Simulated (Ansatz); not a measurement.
Geometry optimisation, Ansatz, RKS PBE0-D4/6-31G*.

Input:

```yaml
crystal:
  periodic: [false, false, false]
  atoms:
    - { symbol: F, position_ang: [-1.37482, -1.58198, 1.31372] }
    - { symbol: Al, position_ang: [-0.81565, -1.0518, -0.20822] }
    - { symbol: Al, position_ang: [0.68874, 0.94086, 0.25551] }
    - { symbol: S, position_ang: [-1.13655, -1.76275, -2.16184] }
    - { symbol: H, position_ang: [1.00414, 1.58079, 1.68987] }
    - { symbol: H, position_ang: [1.52344, 1.92039, -0.72549] }
total_charge: -1
basis:
  gaussian: { orbitals: "6-31G*" }
hamiltonian:
  xc: pbe0
  dispersion: d4
relax:
  f_tol: 0.015
  max_steps: 40
```

Command:

```bash
$ ansatz run input.yaml --threads 1 --pin off --max-ram 2048MiB --backend cpu --events-out ev --progress --plain --runs-dir out
```

Where does it end, and by what steps?

The forces met the threshold. The force dipped under the threshold on the way, but the program's further checks kept it going. Limits of this set-up: an anion without diffuse functions, the dipole of an ion depends on the origin. After 29 steps the energy has fallen by 0.801 eV; S4 moved furthest, 1.74 Å. Joined: Al3–S4.

```
step  energy less start (eV)  largest force component (eV/Å)  accepted
   0                  0.0000                           0.484       yes
   2                 -0.0606                           0.422       yes
   4                 -0.0660                           0.148       yes
   6                 -0.0670                           0.016       yes
   8                 -0.0672                           0.003       yes
  10                 -0.0670                           0.342        no
  12                 -0.0799                           0.162       yes
  14                 -0.1048                           0.310       yes
  16                 -0.1692                           0.076       yes
  18                 -0.1863                           0.351       yes
  20                 -0.2113                           0.098       yes
  22                 -0.3026                           0.261       yes
  24                 -0.5630                           0.455       yes
  26                 -0.7215                           0.951       yes
  28                 -0.8004                           0.039       yes
  29                 -0.8009                           0.009       yes
```

```xyz
6
Properties=species:S:1:pos:R:3
F -2.541 -1.718 0.707
Al -1.214 -0.714 0.436
Al 0.755 0.754 0.022
S 0.190 -1.130 -1.229
H 2.094 0.656 0.933
H 0.605 2.197 -0.705
```

Whether the end is a true minimum wasn't checked by a vibrational analysis.

Run time: 4 min on 1 CPU thread of a shared host.
